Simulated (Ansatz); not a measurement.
Gas-phase electronic energies from Ansatz, PBE0-D4/def2-TZVP geometries. CCSD(T)/CBS is the MP2 limit (def2-TZVPP, def2-QZVPP) plus CCSD(T) − MP2 in def2-TZVPP, frozen cores. This one scheme is used for every species. Functionals use def2-TZVPP. For Se outer-core shells are correlated without core-valence functions, which leaves a few kJ/mol of doubt a bond. Scalar relativity is left out up to krypton. One conformer a species, not always the lowest.

`[SeH]C1BO1` + `O[SiH](O)F` → `O[Si](O)(F)[SeH]` + `B1CO1`  (formal exchange of groups at the Se–C bond)

| level | ΔE (kJ/mol) |
| --- | --- |
| B97M-V | -96.9 |
| PBE0-D4 | -97.6 |
| CAM-B3LYP-D4 | -93.6 |
| r2SCAN | -95.6 |

What does CCSD(T)/CBS give? (Best estimate.)

The calculation gave: -94.6 kJ/mol. The listed levels differ from it by -2.3, -3.0, 1.0, -1.0 kJ/mol.

What do rigid-rotor, harmonic-oscillator terms from PBE0-D4/def2-TZVP frequencies (298.15 K, 1 bar) make of the CCSD(T)/CBS value? (Estimate.)

The calculation gave: ΔZPE = +4.4 kJ/mol, ΔH = -88.3 kJ/mol, ΔS = 9 J/(mol·K), ΔG = -91.1 kJ/mol.

Largest T1 diagnostic among the species: 0.016.

Leaving LDA and LC-ωPBE aside and taking each functional with its dispersion term where it has one, the values, not all of them listed here, spread over 13.3 kJ/mol, from r2SCAN0-D4 to BLYP-D4. At CCSD(T), def2-SVP lies +4.3 kJ/mol from the extrapolated value and def2-TZVPP +5.3 kJ/mol.
